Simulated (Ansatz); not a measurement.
This geometry of BClH5NSi (9 atoms, charge 0, multiplicity 1) is a first-order saddle point.

These are results of Ansatz 0.2.0, RKS B3LYP/def2-SVP, not measurements.

```xyz
9
Properties=species:S:1:pos:R:3
B -0.608 1.373 -0.670
Si 0.019 -0.390 -0.264
N 0.144 -1.063 1.302
Cl -0.021 -1.966 -1.616
H -0.816 1.668 -1.818
H -0.444 2.225 0.169
H 1.203 0.523 -0.752
H 0.694 -1.891 1.503
H -0.084 -0.525 2.130
```

(1) Which two structures does it join? (They come from a converged band through this point; their orientation in space is the band's.)

(2) How far does it lie above each of them?

Results:

(1) Bonds broken: Si2–H7. Bonds formed: B1–H7.

Image 0:

```xyz
9
Properties=species:S:1:pos:R:3
B -0.613 1.377 -0.656
Si 0.441 -0.272 -0.298
N 0.509 -0.759 1.349
Cl -0.853 -1.432 -1.553
H -0.395 2.072 -1.616
H -1.588 1.618 0.013
H 1.808 -0.451 -0.850
H 1.085 -1.542 1.644
H -0.305 -0.657 1.949
```

Image 8:

```xyz
9
Properties=species:S:1:pos:R:3
B -0.089 1.364 -0.804
Si -0.134 -0.501 -0.227
N 0.110 -1.086 1.343
Cl -0.153 -2.214 -1.401
H -0.850 1.536 -1.733
H -0.289 2.003 0.215
H 1.096 1.363 -1.145
H 0.235 -2.062 1.599
H 0.163 -0.450 2.136
```

(2) 0.42 eV above the first and 0.63 eV above the second. This is the barrier of this one path; another mechanism may lie lower. The orbitals stay closed-shell, which can raise the energy where a bond breaks towards radicals; this wasn't checked here.

Time of the run: 3 min on 2 threads of Intel(R) Xeon(R) Platinum 8488C (Sapphire Rapids), with other jobs on the host, peak memory 0.19 GiB.
